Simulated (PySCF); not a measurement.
PySCF input (BP86/6-31G* (5d)):

```python
from pyscf import gto, dft

mol = gto.M(
    atom='''
    C     1.42549600   -0.98754900   -0.40629100
    B     0.01921800   -0.35195800   -0.18272300
    C    -1.31596200   -1.01843500   -0.63513700
    Cl   -0.06696700    1.22642200    0.63671000
    H     1.38745600   -2.07830800   -0.45096000
    H     2.17472400   -0.67498500    0.32077900
    H     1.78123500   -0.65327000   -1.39049600
    H    -1.65487100   -1.66093400    0.18905200
    H    -2.12089700   -0.31078000   -0.83255000
    H    -1.18250000   -1.67520400   -1.49771600
    ''',
    basis='6-31g*',
    charge=0,
    spin=0,
    verbose=4,
)

mf = dft.RKS(mol, xc='bp86')
mf.grids.level = 3
mf.conv_tol = 1e-9
mf.max_cycle = 100
mf.max_memory = 1500
mf.kernel()
if not mf.converged:
    mf = mf.newton()
    mf.kernel(mf.make_rdm1())
mf.dip_moment()
```

From the output:

```
DIIS = <class 'pyscf.scf.diis.CDIIS'>
diis_start_cycle = 1
diis_space = 8
diis_damp = 0
SCF conv_tol = 1e-09
SCF conv_tol_grad = None
SCF max_cycles = 100
direct_scf = True
direct_scf_tol = 1e-13
XC library pyscf.dft.libxc version 7.1.2
    S. Lehtola, C. Steigemann, M. J. T. Oliveira, and M. A. L. Marques,  SoftwareX 7, 1–5 (2018)
XC functionals = bp86
    A. D. Becke,  Phys. Rev. A 38, 3098 (1988)
    J. P. Perdew,  Phys. Rev. B 33, 8822 (1986)
    J. P. Perdew,  Phys. Rev. B 34, 7406–7406 (1986)
radial grids:
    Treutler-Ahlrichs [JCP 102, 346 (1995); DOI:10.1063/1.469408] (M4) radial grids

becke partition: Becke, JCP 88, 2547 (1988); DOI:10.1063/1.454033
pruning grids: <function nwchem_prune>
grids dens level: 3
symmetrized grids: False
atomic radii adjust function: <function treutler_atomic_radii_adjust>
small_rho_cutoff = 0
Set gradient conv threshold to 3.16228e-05
Initial guess from minao.
tot grids = 120016
init E= -564.970970946698
  HOMO = -0.335293525105378  LUMO = -0.111967629756729  gap/eV = 6.07701
cycle= 1 E= -564.851127816579  delta_E= 0.12  |g|= 0.575  |ddm|= 2.77
  HOMO = -0.17429497553425  LUMO = -0.0135828465946468  gap/eV = 4.37320
cycle= 2 E= -564.781640311093  delta_E= 0.0695  |g|= 0.758  |ddm|= 1.28
  HOMO = -0.244075707435744  LUMO = -0.0569348632877049  gap/eV = 5.09236
cycle= 3 E= -564.939188141655  delta_E= -0.158  |g|= 0.0566  |ddm|= 0.767
  HOMO = -0.251089605133835  LUMO = -0.0554329245048613  gap/eV = 5.32409
cycle= 4 E= -564.940106715367  delta_E= -0.000919  |g|= 0.0199  |ddm|= 0.113
  HOMO = -0.250417378043428  LUMO = -0.0571548971590401  gap/eV = 5.25894
cycle= 5 E= -564.940224584513  delta_E= -0.000118  |g|= 0.00571  |ddm|= 0.0322
  HOMO = -0.249814779108359  LUMO = -0.056368437375125  gap/eV = 5.26394
cycle= 6 E= -564.940234320144  delta_E= -9.74e-06  |g|= 0.000425  |ddm|= 0.00794
  HOMO = -0.24989373742262  LUMO = -0.0564578359819321  gap/eV = 5.26366
cycle= 7 E= -564.94023439222  delta_E= -7.21e-08  |g|= 8.14e-05  |ddm|= 0.000651
  HOMO = -0.249899098723275  LUMO = -0.0564626141187827  gap/eV = 5.26367
cycle= 8 E= -564.94023437526  delta_E= 1.7e-08  |g|= 1.92e-05  |ddm|= 0.000124
  HOMO = -0.249900743965085  LUMO = -0.0564644620959656  gap/eV = 5.26367
cycle= 9 E= -564.940234375378  delta_E= -1.17e-10  |g|= 2.08e-06  |ddm|= 3.1e-05
  HOMO = -0.249900938852414  LUMO = -0.0564641437383466  gap/eV = 5.26368
Extra cycle  E= -564.940234375378  delta_E= -4.55e-13  |g|= 2.47e-06  |ddm|= 6.65e-06
converged SCF energy = -564.940234375378
Dipole moment(X, Y, Z, Debye):  0.08624, -1.57925, -0.81989
```

The geometry given is a B3LYP-D3(BJ)/def2-TZVP minimum.
